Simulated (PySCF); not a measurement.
Compound: C2H7ClSi2.
SMILES with atom numbers: `[SiH3:1]/[CH:2]=[C:3](/[SiH3:4])[Cl:5]` (hydrogens: H6, H7, H8 on Si1; H9 on C2; H10, H11, H12 on Si4)

Theory: PySCF 2.14.0, PBE0-D3(BJ)/def2-SVP geometry optimisation, gas phase.

Q: List the bond lengths, angles and torsions at this level.

A: 
```tsv
bond	length (Å)
Si1–C2	1.881
C2=C3	1.341
C3–Si4	1.883
C3–Cl5	1.754
Si1–H6, Si1–H7, Si1–H8	1.493
C2–H9	1.097
Si4–H10, Si4–H11, Si4–H12	1.492
```

Bonds in one row agree within 0.01 Å and their mean is given. A selection of angles:
```tsv
angle	degrees
C2–Si1–H6	110.6
C2–Si1–H8	108.2
H6–Si1–H7	109.2
Si1–C2–C3	124.9
Si1–C2–H9	119.3
C3–C2–H9	115.9
C2–C3–Si4	126.7
C2–C3–Cl5	120.0
Si4–C3–Cl5	113.3
C3–Si4–H10	109.4
C3–Si4–H11	108.3
H10–Si4–H11	110.3
```

Dihedral angles: Si1–C2–C3–Si4 180° (antiperiplanar).

The 5 heavy atoms lie in one plane (0.001 Å rms). Si1 (SiH3 silicon) is tetrahedral (angles from 108.2° to 110.6°). Si4 (SiH3 silicon) is tetrahedral (angles from 108.3° to 110.3°).

Point group: Cs (every atom within 0.08 Å of its image). No frequency check.

On one thread of an Arm Neoverse V2, on a shared host, this took 22 s of wall time and 0.51 GiB of memory at its peak. These figures are those of the optimisation.
